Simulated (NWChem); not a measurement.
**Basis-set convergence for diphosphane (H$_{4}$P$_{2}$)**

```xyz
6

P      1.0086     0.5217     0.0000
P     -1.0086    -0.5217     0.0000
H      1.5409    -0.3163     1.0313
H      1.5409    -0.3163    -1.0313
H     -1.5409     0.3163     1.0313
H     -1.5409     0.3163    -1.0313
```
Charge 0, spin multiplicity 1.

Everything below was run with NWChem. The geometry was optimised at B3LYP/def2-SVP, a minimum by its harmonic frequencies. It is one conformer; others weren't searched.

Quantity: vertical ionisation energy at the level ΔB3LYP (Δ: difference of total energies, the cation a doublet at the parent's geometry with its hole in an orbital of symmetry ag (C2h labels); it is the state that the SCF runs reached, from PBE0 orbitals for Hartree-Fock references, and need not be the lowest).

B3LYP has NWChem's definition, with VWN1-RPA local correlation. The Pople sets run with spherical d functions. No SCF solution was tested for a lower state.

```tsv
basis	functions	vertical ionisation energy (eV)
STO-3G	22	6.60
3-21G	34	9.12
cc-pVDZ	56	9.05
def2-SVP	56	9.08
6-311G**	76	9.14
6-311++G**	88	9.11
cc-pVTZ	124	9.09
aug-cc-pVTZ	192	9.09
cc-pVQZ	238	9.09
def2-QZVP	260	9.09
```

Smallest basis within 0.2 eV of def2-QZVP, the largest set run: 3-21G, with 34 functions against 260 (also within reach: cc-pVDZ, def2-SVP, 6-311G**, 6-311++G**, cc-pVTZ, aug-cc-pVTZ, cc-pVQZ). def2-QZVP isn't the basis-set limit itself, and a small set can land close by cancellation.
